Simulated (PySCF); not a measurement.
A structure optimised at GFN2-xTB (Å):
```
atom  x, y, z in Å
F1    -0.4850   -1.6392    1.0787
C2    -0.4999   -0.8834   -0.0816
C3    -1.9030   -0.3198   -0.3027
S4    -1.8657    1.4761    0.0662
C5    -0.1515    1.4784    0.1880
C6     0.4378    0.2847    0.0593
C7     1.9110    0.0578    0.1139
F8     2.3225   -0.7577   -0.8754
F9     2.3249   -0.5060    1.2581
F10    2.6023    1.1998   -0.0191
H11   -0.1978   -1.5734   -0.8794
H12   -2.6161   -0.7992    0.3650
H13   -2.2310   -0.4349   -1.3335
H14    0.3508    2.4163    0.3404
```

Charge 0, singlet.

Read off the bonds between heavy atoms and their formal orders.

F1–C2 1.38 Å (single); C2–C3 1.53 Å (single); C3–S4 1.83 Å (single); S4–C5 1.72 Å (single); C5–C6 1.34 Å (double); C6–C7 1.49 Å (single); C7–F8 1.35 Å (single); C7–F9 1.34 Å (single); C7–F10 1.34 Å (single); C2–C6 1.50 Å (single). Bonds to hydrogen (Å): C2–H11 1.10; C3–H12 1.09; C3–H13 1.09; C5–H14 1.07.

Write the SMILES.

`F[C@H]1CSC=C1C(F)(F)F`, C5H4F4S. Among its features: C=C double bond, sulfide, CF3 group and C–F bond.

Name the point group.

C1 (no symmetry element, even within 0.4 Å).

Which rings does it hold?

C2–C3–S4–C5–C6 (5 members, 0.05 Å rms from planarity).

Describe the place of each heavy atom.

F1: alkyl fluorine; C2: sp3 C–F carbon; C3: sp3 carbon bound to sulfur; S4: sulfide sulfur; C5: alkene CH carbon; C6: fully substituted alkene carbon; C7: CF3 carbon; F8/F9/F10: fluorine of a CF3 group.

What is the arrangement about C7?

It has 4 neighbours (C6, F8, F9, F10) and is distorted tetrahedral (angles from 106.1° to 113.6°).

What is the arrangement about C6?

It has 3 neighbours (C5, C7, C2) and is planar (angles 124.6°, 120.1° and 115.3°, sum 359.9°, 0.02 Å off the plane of its three neighbours).

The numbers are calculated, not measured.
